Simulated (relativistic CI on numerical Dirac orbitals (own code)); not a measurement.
# Hyperfine structure of Ag¹⁹⁺, mass number 107

Calculated at this level of theory: Dirac-Coulomb-Breit CI, KLI orbitals optimised for each configuration, model QED, unscaled Slater integrals (own radial code, finite nucleus).

Configurations in the expansion (outside the closed core [Ne] 3s2): 3p6 3d10, 3p6 3d9 4s, 3p6 3d9 4p, 3p6 3d9 4d, 3p6 3d8 4s2, 3p6 3d9 4f, 3p5 3d10 4s, 3p6 3d8 4s 4p, 3p6 3d9 5s, 3p6 3d8 4p2, 3p5 3d10 4p, 3p6 3d9 5p, 3p6 3d8 4s 4d, 3p6 3d9 5d, 3p6 3d8 4p 4d, 3p5 3d10 4d. Levels of other configurations are missing.

Nuclear spin I = 1/2, μ = -0.11352 μN (tables of Stone and Pyykkö). The electronic factors are computed for point nuclear moments, without core polarisation or the Bohr-Weisskopf and QED corrections.

```
           Level   E (Ry)  A (MHz)
 3p6 3d9 4s 3D_3  25.5413    -8235
 3p6 3d9 4s 3D_2  25.6036     5052
 3p6 3d9 4s 3D_1  26.0072     6171
 3p6 3d9 4s 1D_2  26.0596   -12880
3p6 3d9 4p 3P°_2  28.3998    415.1
3p6 3d9 4p 3F°_3  28.4716    -3282
3p6 3d9 4p 3F°_2  28.8887    -5475
3p6 3d9 4p 3P°_1  28.9416   -948.3
```

Levels with J = 0, under 50 % of one LS term, or S terms without an open s electron are left out. Small factors come from cancelling terms and can be off by tens of per cent or more.

At this charge energies of transitions that change n are usually good to better than 1 %, and those within a shell (Δn = 0) to a few per cent.

Q: Give the hyperfine levels of 3p6 3d9 4s 3D_3 relative to its centre of gravity.

A: With K = F(F + 1) − I(I + 1) − J(J + 1), E = AK/2: F = 5/2: 16470, F = 7/2: -12350 MHz.

LS names give the leading component of a level, which can be under half, so a name can repeat, a term be missing and a line seem to break the LS rules.
